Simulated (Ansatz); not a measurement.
Cd7Te7⁻. Charge -1, multiplicity 2. Geometry PBE-D4/def2-SVP; atoms count from 1.

```xyz
14

Te   -2.3937   -1.1553    2.9619
Te    2.7573   -1.6919   -3.3560
Te    1.2267   -2.8668    1.0239
Te   -2.2577   -0.7755   -2.0534
Te   -2.9865    3.0484    0.5182
Te    1.7234    1.8766   -0.4235
Te    1.0586    1.7325    3.3799
Cd    0.1174   -1.5182   -3.0502
Cd   -1.3947   -1.7679    0.4535
Cd   -1.5839    1.6463    2.4330
Cd    2.1708   -0.8651   -0.6509
Cd    2.1291    1.6022   -3.4099
Cd    0.4966   -0.9055    2.9618
Cd   -1.0635    1.6402   -0.7883
```

In the def2 sets Cd, Te take a core potential; there is no spin–orbit coupling. Single mean-field runs in def2-TZVP are fitted with def2-universal-jkfit.

Q: Estimate the Mulliken populations from the PBE0/def2-TZVP orbitals of Ansatz.

A: 
| atom | charge (e) | spin (α − β) | d electrons |
| --- | --- | --- | --- |
| Te1 | -0.64 | 0.00 | – |
| Te2 | -0.58 | 0.08 | – |
| Te3 | -0.60 | 0.00 | – |
| Te4 | -0.51 | 0.00 | – |
| Te5 | -0.65 | 0.00 | – |
| Te6 | -0.44 | 0.33 | – |
| Te7 | -0.62 | 0.15 | – |
| Cd8 | 0.42 | -0.01 | 9.99 |
| Cd9 | 0.49 | 0.00 | 10.01 |
| Cd10 | 0.53 | 0.00 | 10.01 |
| Cd11 | 0.55 | 0.00 | 10.01 |
| Cd12 | 0.12 | 0.49 | 10.00 |
| Cd13 | 0.47 | -0.01 | 10.01 |
| Cd14 | 0.47 | -0.01 | 10.01 |
Mulliken values depend strongly on the basis.

Q: Where does the spin sit?

A: Summed by element: Te 0.54, Cd 0.46, of 1 unpaired in all. Largest on single atoms: Cd12 0.49, Te6 0.33, Te7 0.15.

Q: And the Mayer bond orders between heavy atoms (over 0.3)?

A: Te1–Cd9 0.78 (2.77 Å); Te1–Cd10 0.47 (2.96 Å); Te1–Cd13 0.58 (2.90 Å); Te2–Cd8 0.96 (2.66 Å); Te2–Cd11 0.55 (2.89 Å); Te3–Cd9 0.59 (2.90 Å); Te3–Cd11 0.72 (2.78 Å); Te3–Cd13 0.59 (2.85 Å); Te4–Cd8 0.87 (2.68 Å); Te4–Cd9 0.62 (2.83 Å); Te4–Cd14 0.44 (2.98 Å); Te5–Cd10 0.80 (2.76 Å); Te5–Cd14 0.90 (2.72 Å); Te6–Cd11 0.69 (2.79 Å); Te6–Cd12 0.57 (3.03 Å); Te6–Cd14 0.67 (2.82 Å); Te7–Cd10 0.73 (2.81 Å); Te7–Cd13 0.89 (2.73 Å).
